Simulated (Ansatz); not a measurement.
Species: sum formula H2SiO3Br, charge 0, multiplicity 2. It need not be the lowest isomer of its formula. SMILES: [O][Si](O)(O)Br
Structure (B3LYP-D3(BJ)/def2-TZVP (Ansatz, a first-principles code) minimum search):
```xyz
7

Si     0.2103    -0.3341    -0.8074
Br    -0.3153     0.5021     1.2111
O      0.7238     1.1294    -1.3073
O     -1.0547    -0.9913    -1.5740
O      1.2977    -1.5311    -0.7378
H     -1.8038    -0.4218    -1.7700
H      2.1592    -1.3311    -0.3614
```
Charge 0, spin multiplicity 2.

Quantity: atomisation energy (electronic, to ground-state atoms), in eV. Valence correlation only, unless marked. UHF or UKS for open shells. No spin-orbit coupling. The frozen core is the preceding noble-gas configuration, with the filled d and f shells of earlier blocks. No relativistic terms. The coupled-cluster limit lacks core correlation, which all-electron functionals hold. CBS marks a two-point X^-3 extrapolation of the correlation energy; Hartree-Fock from the larger set. The bracket is a focal-point correction in the basis named.

| level | program | atomisation energy (eV) | minus last row |
|---|---|---|---|
| PBE-D4/def2-TZVPD | Ansatz + dftd4 | 28.00 | 0.64 |
| BLYP-D4/def2-TZVPD | Ansatz + dftd4 | 27.41 | 0.05 |
| r2SCAN-D4/def2-TZVPD | Ansatz + dftd4 | 27.60 | 0.24 |
| CAM-B3LYP-D3(BJ)/def2-TZVPD | Ansatz + dftd3 | 27.20 | -0.16 |
| wB97M-V/def2-TZVPD | Ansatz | 27.25 | -0.11 |
| wB97X-V/def2-TZVPD | Ansatz | 27.25 | -0.11 |
| B2PLYP-D3(BJ)/def2-TZVPD | Ansatz + dftd3 | 26.90 | -0.46 |
| RPA@PBE/def2-QZVPP | Ansatz | 25.43 | -1.93 |
| MP2/6-31G | Ansatz | 18.65 | -8.71 |
| MP2/def2-SVP | Ansatz | 25.22 | -2.14 |
| SCS-MP2/def2-SVP | Ansatz | 24.73 | -2.63 |
| CCSD/STO-3G | Ansatz | 19.32 | -8.04 |
| CCSD(T)/6-31G | Ansatz | 18.35 | -9.01 |
| CCSD(T)/def2-SVP | Ansatz | 24.35 | -3.01 |
| RI-MP2/CBS(def2-TZVPP,def2-QZVPP)+[CCSD(T)-MP2]/def2-TZVPP | Ansatz | 27.36 | 0.00 |
